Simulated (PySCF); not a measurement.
`C=CC[P@@](C)(P)=[Se]`, C4H10P2Se

Molfile (atoms numbered from 1):
```
C4H10P2Se
     RDKit          3D

 17 16  0  0  0  0  0  0  0  0999 V2000
    2.4881    0.2481    0.7514 C   0  0  0  0  0  0  0  0  0  0  0  0
    1.8711   -0.3163   -0.2723 C   0  0  0  0  0  0  0  0  0  0  0  0
    0.5794   -1.0468   -0.1470 C   0  0  0  0  0  0  0  0  0  0  0  0
   -0.7812    0.1502   -0.5534 P   0  0  1  0  0  5  0  0  0  0  0  0
   -2.3030   -0.7841   -0.1165 C   0  0  0  0  0  0  0  0  0  0  0  0
   -0.5979    1.6395    1.0503 P   0  0  0  0  0  0  0  0  0  0  0  0
   -0.7642    0.8221   -2.5502 Se  0  0  0  0  0  2  0  0  0  0  0  0
    3.4026    0.8022    0.6296 H   0  0  0  0  0  0  0  0  0  0  0  0
    2.1109    0.1580    1.7592 H   0  0  0  0  0  0  0  0  0  0  0  0
    2.2577   -0.2163   -1.2775 H   0  0  0  0  0  0  0  0  0  0  0  0
    0.5098   -1.8721   -0.8596 H   0  0  0  0  0  0  0  0  0  0  0  0
    0.4145   -1.4065    0.8714 H   0  0  0  0  0  0  0  0  0  0  0  0
   -3.1672   -0.1668   -0.3580 H   0  0  0  0  0  0  0  0  0  0  0  0
   -2.3382   -1.6885   -0.7227 H   0  0  0  0  0  0  0  0  0  0  0  0
   -2.3092   -1.0357    0.9426 H   0  0  0  0  0  0  0  0  0  0  0  0
    0.3073    2.3874    0.3076 H   0  0  0  0  0  0  0  0  0  0  0  0
   -1.6876    2.3375    0.5353 H   0  0  0  0  0  0  0  0  0  0  0  0
  1  2  2  0
  2  3  1  0
  3  4  1  0
  4  5  1  0
  4  6  1  1
  4  7  2  0
  1  8  1  0
  1  9  1  0
  2 10  1  0
  3 11  1  0
  3 12  1  0
  5 13  1  0
  5 14  1  0
  5 15  1  0
  6 16  1  0
  6 17  1  0
M  END
```

Theory: PySCF, GIAO B97-2/pcSseg-1 magnetisability, rotational g tensor and spin-rotation constants, non-relativistic, gas phase. Geometry: GFN2-xTB.

The calculation is non-relativistic, which matters for the atoms heavier than Zn.

Q: Give the nuclear spin-rotation constants along the inertial axes (H = +C I·J) beside the isotropic shieldings.

A: Rotational constants 1.4272, 0.8432, 0.7257 GHz. A star marks the isotopologue with that one atom substituted, in its own axes.
| atom | isotope | Caa (kHz) | Cbb (kHz) | Ccc (kHz) | mean (kHz) | σ (ppm) |
| --- | --- | --- | --- | --- | --- | --- |
| P4 | 31P | 2.083 | 1.498 | 1.260 | 1.614 | 288.3 |
| P6 | 31P | 1.763 | 1.205 | 0.878 | 1.282 | 438.0 |
| H8 | 1H | -0.136 | -0.007 | -0.016 | -0.053 | 26.3 |
| H9 | 1H | -0.032 | -0.001 | -0.076 | -0.036 | 26.4 |
| H10 | 1H | -0.048 | 0.022 | -0.070 | -0.032 | 25.2 |
| H11 | 1H | -0.110 | -0.071 | -0.015 | -0.065 | 29.0 |
| H12 | 1H | -0.043 | -0.055 | -0.065 | -0.054 | 29.2 |
| H13 | 1H | -0.089 | -0.036 | -0.068 | -0.064 | 29.9 |
| H14 | 1H | -0.136 | -0.078 | -0.007 | -0.074 | 29.9 |
| H15 | 1H | -0.025 | -0.070 | -0.074 | -0.056 | 30.1 |
| H16 | 1H | -0.159 | -0.033 | -0.023 | -0.071 | 28.7 |
| H17 | 1H | -0.056 | -0.049 | -0.064 | -0.057 | 28.9 |
| C1 | 13C* | 0.395 | 0.316 | 0.182 | 0.298 | 63.2 |
| C2 | 13C* | 0.433 | 0.340 | 0.195 | 0.323 | 47.9 |
| C3 | 13C* | 0.256 | 0.168 | 0.137 | 0.187 | 137.1 |
| C5 | 13C* | 0.235 | 0.128 | 0.115 | 0.160 | 157.2 |
| Se7 | 77Se* | 1.693 | 1.198 | 1.120 | 1.337 | 1826.0 |

For the geometry as given, no vibrational averaging.

Q: How do the rotational constants and the g tensor change when H8, H9, H10, H11, H12, H13, H14, H15, H16, H17 are replaced by deuterium?

A: Constants 1.2249, 0.7684, 0.6639 GHz; g -0.0078, -0.0080, -0.0056, against -0.0088, -0.0085, -0.0062 before.
